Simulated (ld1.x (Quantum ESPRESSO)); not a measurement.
# An all-electron radial function and its pseudo partner (oxygen)

Columns: radius, all-electron u(r) and pseudo u(r) of the 2p shell (level -24.45 eV) of oxygen in the configuration [He] 2s2 2p3; PBE, scalar-relativistic, TM scheme, ld1.x (Quantum ESPRESSO) 7.5.

| r (bohr) | all-electron | pseudo |
| --- | --- | --- |
| 0.075 | 0.0703 | 0.0273 |
| 0.150 | 0.2139 | 0.1060 |
| 0.225 | 0.3722 | 0.2261 |
| 0.300 | 0.5183 | 0.3729 |
| 0.375 | 0.6413 | 0.5284 |
| 0.450 | 0.7388 | 0.6749 |
| 0.525 | 0.8120 | 0.7976 |
| 0.600 | 0.8623 | 0.8873 |
| 0.675 | 0.8925 | 0.9413 |
| 0.750 | 0.9057 | 0.9623 |
| 0.825 | 0.9049 | 0.9572 |
| 0.900 | 0.8931 | 0.9339 |
| 0.975 | 0.8728 | 0.9000 |
| 1.050 | 0.8460 | 0.8614 |
| 1.125 | 0.8146 | 0.8217 |
| 1.200 | 0.7800 | 0.7824 |
| 1.275 | 0.7433 | 0.7438 |
| 1.350 | 0.7055 | 0.7056 |
| 1.425 | 0.6673 | 0.6673 |
| 1.500 | 0.6293 | 0.6293 |
| 1.575 | 0.5919 | 0.5919 |
| 1.650 | 0.5555 | 0.5555 |
| 1.725 | 0.5203 | 0.5203 |
| 1.800 | 0.4864 | 0.4864 |
| 1.875 | 0.4541 | 0.4541 |
| 1.950 | 0.4233 | 0.4233 |

How many radial nodes do the two functions have?

The all-electron 2p function has n − l − 1 = 0; the pseudo-wave has 0.

At about which radius was the pseudo-wave matched?

1.45 bohr. The columns agree to 0.0005 from 1.35 bohr on; several derivatives are matched, so the curves merge somewhat inside the radius.

Is the pseudo-wave norm-conserving?

Yes: the TM scheme keeps the norm inside the radius equal to the all-electron one, which fixes the energy derivative of the logarithmic derivative at the level.
